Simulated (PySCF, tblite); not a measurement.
Isomers of C6H12O2SSi, one GFN2-xTB conformer each. Single-point energies are computed at PBE0/pcSseg-1 (PySCF, gas phase, no added dispersion term), electronic only.

```tsv
SMILES	GFN2-xTB relative energy (kcal/mol)
C[S@@](=O)[C@H]1C[C@H](C=O)C[SiH2]1	42.4
C=C[C@@]1(S(C)(=O)=O)[SiH2][C@H]1C	71.0
CC[Si]1(OC(C)=O)CSC1	0.0
CO[C@@H]1[Si@@H](SC)[C@@]1(C)C=O	51.3
```

Conformers: `[CH3:1][S@@:2](=[O:3])[C@H:4]1[CH2:5][C@H:6]([CH:7]=[O:8])[CH2:9][SiH2:10]1` with C1–S2–C4–C5 164°, C5–C6–C7–O8 131°, S2–C4–C5–C6 79°, C4–C5–C6–C7 170°, C5–C6–C9–Si10 -38°, C6–C9–Si10–C4 14°; `[CH2:1]=[CH:2][C@@:3]1([S:4]([CH3:5])(=[O:6])=[O:7])[SiH2:8][C@H:9]1[CH3:10]` with C1–C2–C3–S4 -22°, C2–C3–S4–C5 -63°; `[CH3:1][CH2:2][Si:3]1([O:4][C:5]([CH3:6])=[O:7])[CH2:8][S:9][CH2:10]1` with C1–C2–Si3–O4 -42°, C2–Si3–O4–C5 -54°, Si3–O4–C5–C6 175°, C2–Si3–C8–S9 -109°, Si3–C8–S9–C10 -9°, C8–S9–C10–Si3 9°, C2–Si3–C10–S9 109°; `[CH3:1][O:2][C@@H:3]1[Si@@H:4]([S:5][CH3:6])[C@@:7]1([CH3:8])[CH:9]=[O:10]` with C1–O2–C3–Si4 -85°, C3–Si4–S5–C6 117°, Si4–C7–C9–O10 -117°.

Q: What does PBE0/pcSseg-1 give for the same structures?

A: 
| SMILES | PBE0/pcSseg-1 E (Eh) | PBE0/pcSseg-1 (kcal/mol) | GFN2-xTB (kcal/mol) | point group |
| --- | --- | --- | --- | --- |
| CC[Si]1(OC(C)=O)CSC1 | -1073.29098 | 0.0 | 0.0 | C1 |
| CO[C@@H]1[Si@@H](SC)[C@@]1(C)C=O | -1073.18062 | 69.3 | 51.3 | C1 |
| C[S@@](=O)[C@H]1C[C@H](C=O)C[SiH2]1 | -1073.16151 | 81.2 | 42.4 | C1 |
| C=C[C@@]1(S(C)(=O)=O)[SiH2][C@H]1C | -1073.08938 | 126.5 | 71.0 | C1 |

Both levels put the same isomer lowest; measured from each level's own lowest isomer, the values differ by up to 55.5 kcal/mol (C=C[C@@]1(S(C)(=O)=O)[SiH2][C@H]1C: 71.0 against 126.5). As drawn, the lowest has a four-membered ring, a C=O bond and a C(=O)–O unit, which the highest lacks; the highest has a three-membered ring, an S=O bond and a C=C bond outside aromatic rings, which the lowest lacks.

Q: Which frontier levels, dipoles and rotational constants go with these structures?

A: 
```json
{"SMILES": "CC[Si]1(OC(C)=O)CSC1", "HOMO (eV, PBE0/pcSseg-1)": "-6.26", "LUMO (eV)": "-0.28", "dipole (D)": "2.75", "A, B, C (MHz)": "1468, 659.3, 554.6"}
{"SMILES": "CO[C@@H]1[Si@@H](SC)[C@@]1(C)C=O", "HOMO (eV, PBE0/pcSseg-1)": "-6.62", "LUMO (eV)": "-1.05", "dipole (D)": "3.00", "A, B, C (MHz)": "1203, 759.5, 529.3"}
{"SMILES": "C[S@@](=O)[C@H]1C[C@H](C=O)C[SiH2]1", "HOMO (eV, PBE0/pcSseg-1)": "-6.86", "LUMO (eV)": "-0.68", "dipole (D)": "5.53", "A, B, C (MHz)": "1757, 638.6, 559.9"}
{"SMILES": "C=C[C@@]1(S(C)(=O)=O)[SiH2][C@H]1C", "HOMO (eV, PBE0/pcSseg-1)": "-6.83", "LUMO (eV)": "-0.69", "dipole (D)": "4.20", "A, B, C (MHz)": "1304, 930.5, 800.9"}
```

Q: What happens when harmonic zero-point energies from GFN2-xTB frequencies are added?

A: 
| SMILES | ZPE (kcal/mol) | electronic (kcal/mol) | with ZPE (kcal/mol) |
| --- | --- | --- | --- |
| CC[Si]1(OC(C)=O)CSC1 | 107.2 | 0.0 | 0.0 |
| CO[C@@H]1[Si@@H](SC)[C@@]1(C)C=O | 104.7 | 69.3 | 66.8 |
| C[S@@](=O)[C@H]1C[C@H](C=O)C[SiH2]1 | 104.5 | 81.2 | 78.5 |
| C=C[C@@]1(S(C)(=O)=O)[SiH2][C@H]1C | 103.5 | 126.5 | 122.8 |

The zero-point energies span 3.7 kcal/mol. The order is unchanged.
